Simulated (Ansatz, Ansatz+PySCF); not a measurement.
```xyz
5

Ge    0.0000    0.0000    0.0000
H     0.9585    0.9585    0.9585
H     0.9585   -0.9585   -0.9585
H    -0.9585    0.9585   -0.9585
H    -0.9585   -0.9585    0.9585
```

RHF-MP2 on singlet GeH4 was run in several spherical basis sets with Ansatz (development build ahead of 0.2.0). Frozen core: 9 orbitals.

(1) Rank the basis sets by the total energy that they give, lowest first, with the distance from the lowest.
A. cc-pVDZ
B. cc-pVTZ
C. def2-SVP
D. def2-TZVP
E. 6-31G(d)

Answers

(1) D (0.00 eV), B (0.15 eV), A (4.49 eV), C (7.65 eV), E (8.45 eV).

Totals follow the description of the cores as much as that of the bonds, so this order isn't one of quality for chemistry.
